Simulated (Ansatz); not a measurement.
A nudged elastic band was laid between two geometries of BH3O2 + H2S (9 atoms, charge 0, multiplicity 1).

Level of theory: RKS PBE0-D4/def2-SVP in Ansatz 0.2.0.

```yaml
movable_images: 7
climbing_image: yes
spring: 5.0 eV/Å²
optimiser: quadratic models (default)
start_path: through a guess of the saddle point
force_threshold: 0.03 eV/Å
iteration_limit: 60
end_points: relaxed
```

Initial state:

```xyz
9
Properties=species:S:1:pos:R:3
B 0.831 -0.456 -0.375
H 1.507 0.157 0.419
O 0.220 0.247 -1.364
O 0.675 -1.803 -0.330
H -0.884 2.002 1.788
S -1.876 1.220 1.313
H -0.281 -0.333 -1.952
H 1.124 -2.209 0.416
H -1.315 1.176 0.084
```

Final state:

```xyz
9
Properties=species:S:1:pos:R:3
B -0.297 -0.601 -0.525
H 1.624 1.999 1.823
O -0.252 0.034 -1.721
O 0.500 -1.683 -0.305
H 0.965 1.642 1.681
S -1.441 0.017 0.766
H 0.389 -0.378 -2.313
H 0.418 -2.072 0.570
H -1.906 1.043 0.025
```

Task: What changes between the two ends?

Result: Bonds broken: B1–H2, H5–S6. Bonds formed: B1–S6, H2–H5. BH3O2 + H2S becomes BH3O2S + H2.

Task: Give the energies along the band, and the barrier.

Result: It converged. The highest image is number 4 of 0 to 8, 143.4 kJ/mol above the first end and 173.9 kJ/mol above the last; the last end lies 30.5 kJ/mol below the first. A vibrational analysis at the climbing image gives one clearly imaginary mode, 957i cm⁻¹: a first-order saddle point. The orbitals stay closed-shell, which can raise the energy where a bond breaks towards radicals; this wasn't checked here.

| image | path coordinate (Å) | energy (kJ/mol) | B1–H2 (Å) | H5–S6 (Å) | B1–S6 (Å) |
| --- | --- | --- | --- | --- | --- |
| 0 | 0.00 | 0.0 | 1.21 | 1.35 | 3.60 |
| 1 | 0.74 | 1.3 | 1.21 | 1.35 | 3.41 |
| 2 | 1.48 | 6.5 | 1.21 | 1.35 | 3.27 |
| 3 | 2.22 | 38.1 | 1.22 | 1.37 | 2.80 |
| 4 | 2.96 | 143.4 | 1.36 | 1.68 | 2.19 |
| 5 | 3.77 | 31.5 | 2.04 | 2.27 | 1.88 |
| 6 | 4.58 | -24.4 | 2.75 | 2.75 | 1.83 |
| 7 | 5.39 | -30.2 | 3.47 | 3.04 | 1.83 |
| 8 | 6.20 | -30.5 | 4.00 | 3.04 | 1.83 |

Task: What is the geometry of the highest image?

Result: 
```xyz
9
Properties=species:S:1:pos:R:3
B 0.380 -0.123 -0.160
H 1.177 0.750 0.516
O 0.266 0.421 -1.414
O 0.729 -1.441 0.031
H 0.241 0.834 0.926
S -1.363 0.349 1.084
H -0.048 -0.246 -2.033
H 0.391 -1.839 0.836
H -1.773 1.295 0.214
```

Task: What are the harmonic wavenumbers there?

Result: 957i, 185, 233, 275, 326, 364, 494, 615, 721, 892, 961, 998, 1144, 1232, 1303, 1439, 1704, 2087, 2735, 3905, 3953 cm⁻¹.

Run time: 98 s on 2 threads of Intel(R) Xeon(R) 6975P-C (Granite Rapids) (shared host), peak memory 0.17 GiB.
